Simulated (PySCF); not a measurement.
B(H)(Cl)(Me), SMILES ClBC (CH4BCl), B3LYP/def2-SVP optimised geometry.

```
7

B     -0.54     0.24     0.00
H     -1.19     1.26     0.00
Cl    -1.48    -1.26     0.00
C      1.01     0.24     0.00
H      1.38     0.82     0.86
H      1.37     0.79    -0.89
H      1.48    -0.76     0.02
```

Density from B3LYP/def2-TZVP (PySCF 2.14.0) at that geometry.

Minimum of the electron density along straight lines between bonded atoms, close to the bond critical point (lines longer than 1.1 times the sum of covalent radii, or with two minima, are not listed):

```tsv
bond	length / Å	ρ at the minimum / e bohr⁻³	∇²ρ there / e bohr⁻⁵	position (fraction from the first atom)
B1–H2	1.205	0.188	-0.47	0.44
B1–Cl3	1.764	0.145	0.01	0.30
B1–C4	1.557	0.198	-0.40	0.34
C4–H5	1.106	0.263	-0.85	0.64
C4–H6	1.106	0.262	-0.85	0.64
C4–H7	1.099	0.272	-0.91	0.64
```
